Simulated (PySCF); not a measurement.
## Spinor energies of Co⁺ (cobalt, charge +1)

Start: [Ar] 3d7 4p1; 3d3/2 filled at m_j = +1/2, +3/2; 3d5/2 filled at m_j = -3/2, -1/2, +1/2, +3/2, +5/2; 4p3/2 filled at m_j = +3/2. Calculated with PySCF 2.14 in x2c-TZVPall-2c (6s7p4d1f, 54 functions): generalised Hartree-Fock with the X2C-1e Hamiltonian and a Gaussian nucleus; one run each with spin-orbit coupling (SO) switched off, then screened by Boettger's factors. This is a chosen level, not necessarily the ground level.

```
spinor shell  electrons  ε, spin-free (eV)  ε, screened SO (eV)  weight of nominal j (screened SO)  rms radius, screened SO (bohr)
       1s1/2          2            -7786.6              -7786.5                              1.000                          0.0649
       2s1/2          2            -974.97              -974.93                              1.000                           0.276
       2p1/2          2            -832.64              -843.25                              0.995                           0.247
       2p3/2          4            -832.64              -827.43                              0.998                           0.249
       3s1/2          2            -135.63              -135.63                              1.000                           0.832
       3p3/2          4            -92.445              -91.322                              0.819                           0.890
       3p1/2          2            -92.445              -94.731                              0.639                           0.886
       3d5/2          5            -28.121              -29.235                              0.580                            1.13
       3d3/2          2            -28.121              -25.397                              0.678                            1.18
       4p3/2          1            -10.668              -10.641                              1.000                            3.48
```

| quantity | spin-free | screened SO |
| --- | --- | --- |
| E (hartree) | -1391.41427 | -1391.44264 |
| M_J | 6 | 6 |
| ⟨J²⟩ | 42.006 | 42.006 |
| ⟨L²⟩ | 20.004 | 20.026 |
| ⟨S²⟩ | 6.002 | 5.994 |

Each row is a mean over spinors that exchange with the open shell spreads, by up to 14.198 eV (3p3/2).

Rows whose weight is well below 1 are mixtures of j = l ± 1/2: exchange outweighs spin-orbit coupling there, and the label is only the starting occupation.

Without spin-orbit coupling the j labels of p, d and f shells carry no meaning; the spin-free column gives the mean over the occupied spinors of each nl shell.
